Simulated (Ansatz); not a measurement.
In(Cl)(NH2)2 (ClH4InN2), SMILES [In]([NH2])([Cl])[NH2].

The structure is a stationary point at PBE0-D3(BJ)/def2-SVP. The structure was generated by enumeration; whether it is a known compound was not checked. The def2 effective core potentials stand for the cores of In; spin–orbit coupling is left out. One conformer was computed; it need not be the lowest.

Two levels are set side by side: PBE/def2-SVPD (Ansatz, a program for electronic structure) and CAM-B3LYP/def2-SVPD (Ansatz). Energy differences of separate SCF runs at the same geometry; the states with an electron removed or added have multiplicity 2 and 2. Differences are taken from unrounded values.

```
quantity                            PBE
---------------------------------  ----
vertical ionisation energy (eV)    9.01
vertical singlet–triplet gap (eV)  3.62
```

### Question
These are the PBE values. What does CAM-B3LYP give? (An estimate is asked for; the answer gives what the named calculation found.)

### Answer

| quantity | CAM-B3LYP | PBE minus CAM-B3LYP |
|---|---|---|
| vertical ionisation energy (eV) | 9.69 | -0.68 |
| vertical singlet–triplet gap (eV) | 4.33 | -0.71 |
